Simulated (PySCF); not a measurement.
Molfile (atoms numbered from 1):
```
C6H15NSi
     RDKit          3D

 23 23  0  0  0  0  0  0  0  0999 V2000
    3.6237    0.0448   -0.0541 C   0  0  0  0  0  0  0  0  0  0  0  0
    2.2258   -0.5341    0.0950 C   0  0  0  0  0  0  0  0  0  0  0  0
    1.1293    0.4373   -0.3243 C   0  0  0  0  0  0  0  0  0  0  0  0
   -0.2830   -0.1356   -0.2913 C   0  0  1  0  0  0  0  0  0  0  0  0
   -0.7162   -0.6192    1.1006 C   0  0  0  0  0  0  0  0  0  0  0  0
   -2.1489   -0.8323    1.0573 N   0  0  0  0  0  0  0  0  0  0  0  0
   -2.9619    0.1301   -0.1355 Si  0  0  0  0  0  4  0  0  0  0  0  0
   -1.3480    0.8563   -0.7924 C   0  0  0  0  0  0  0  0  0  0  0  0
    3.7461    0.9541    0.5563 H   0  0  0  0  0  0  0  0  0  0  0  0
    3.8311    0.3233   -1.1000 H   0  0  0  0  0  0  0  0  0  0  0  0
    4.3981   -0.6724    0.2595 H   0  0  0  0  0  0  0  0  0  0  0  0
    2.1387   -1.4576   -0.5052 H   0  0  0  0  0  0  0  0  0  0  0  0
    2.0689   -0.8423    1.1430 H   0  0  0  0  0  0  0  0  0  0  0  0
    1.1671    1.3355    0.3201 H   0  0  0  0  0  0  0  0  0  0  0  0
    1.3379    0.7957   -1.3480 H   0  0  0  0  0  0  0  0  0  0  0  0
   -0.3135   -1.0206   -0.9551 H   0  0  0  0  0  0  0  0  0  0  0  0
   -0.1866   -1.5517    1.3626 H   0  0  0  0  0  0  0  0  0  0  0  0
   -0.4139    0.1394    1.8563 H   0  0  0  0  0  0  0  0  0  0  0  0
   -2.5639   -1.3134    1.8431 H   0  0  0  0  0  0  0  0  0  0  0  0
   -3.7516   -0.6759   -1.1235 H   0  0  0  0  0  0  0  0  0  0  0  0
   -3.9017    1.1691    0.4041 H   0  0  0  0  0  0  0  0  0  0  0  0
   -1.2999    1.0041   -1.8816 H   0  0  0  0  0  0  0  0  0  0  0  0
   -1.1938    1.8443   -0.3222 H   0  0  0  0  0  0  0  0  0  0  0  0
  1  2  1  0
  2  3  1  0
  3  4  1  0
  4  5  1  0
  5  6  1  0
  6  7  1  0
  7  8  1  0
  8  4  1  0
  1  9  1  0
  1 10  1  0
  1 11  1  0
  2 12  1  0
  2 13  1  0
  3 14  1  0
  3 15  1  0
  4 16  1  6
  5 17  1  0
  5 18  1  0
  6 19  1  0
  7 20  1  0
  7 21  1  0
  8 22  1  0
  8 23  1  0
M  END
```

Geometry: PBE0-D3(BJ)/def2-SVP; GIAO absolute shieldings from PySCF, gas phase, non-relativistic, averaged over equivalent atoms.

At PBE/pcSseg-1 (218 basis functions, 2.6 min wall time on 1 thread of an AMD EPYC, shared host):
```
     atoms  σ (ppm)
        C5    123.6
        C4    135.0
        C3    135.1
        C2    152.7
        C8    160.8
        C1    162.6
        N6    235.8
       Si7    359.7
       H20    26.04
       H21    26.06
       H17    27.76
       H18    28.60
       H16    29.36
       H15    29.63
       H13    29.98
       H12    30.01
       H22    30.12
       H14    30.15
H9/H10/H11    30.21
       H23    30.49
       H19    31.35
```

Problem. What do these become at PBE0/pcSseg-1?

Solution. 
```tsv
atoms	σ at PBE0/pcSseg-1	change
C5	130.9	+7.3
C4	142.4	+7.4
C3	142.0	+6.9
C2	159.1	+6.4
C8	166.9	+6.1
C1	167.4	+4.8
N6	243.6	+7.8
Si7	374.6	+14.9
H20	26.36	+0.32
H21	26.38	+0.32
H17	28.02	+0.26
H18	28.87	+0.27
H16	29.59	+0.23
H15	29.80	+0.17
H13	30.14	+0.16
H12	30.16	+0.15
H22	30.30	+0.18
H14	30.33	+0.18
H9/H10/H11	30.29	+0.08
H23	30.66	+0.17
H19	31.43	+0.08
```

The largest change is at Si7 (silicon bonded to C, N, 2 H, in a 5-membered ring). Cost: 218 basis functions, 92 s wall time on 1 thread of an AMD EPYC, shared host. The order of the carbon signals changes between the two levels.
